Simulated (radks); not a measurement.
Spin polarisation of the 6p2 shell in the bismuth ion Bi+. Start: [Hg] 6p(up 1, down 1); electrons of 6p are moved from spin down to spin up, other shells keep equal spins. All-electron calculation, non-relativistic Kohn-Sham, PBE, spin-polarised, spherical densities, point nucleus. Program: a radial shooting solver on a logarithmic mesh with Libxc functionals.

| moment (Bohr magnetons) | E - E(0) (eV) | e(6p up) (eV) | e(6p down) (eV) | 6s down minus up (eV) |
|---|---|---|---|---|
| 0 | 0.000 | -11.477 | -11.477 | 0.000 |
| 0.5 | -0.044 | -11.646 | -11.290 | 0.336 |
| 1 | -0.178 | -11.799 | -11.087 | 0.674 |
| 1.5 | -0.401 | -11.936 | -10.867 | 1.012 |
| 2 | -0.713 | -12.057 | -10.630 | 1.349 |

At moment 2 the spin-polarisation energy is -0.713 eV and the 6p exchange splitting 1.428 eV, that is 0.714 eV per Bohr magneton; E = -I m^2/4 would give I = 0.713 eV.
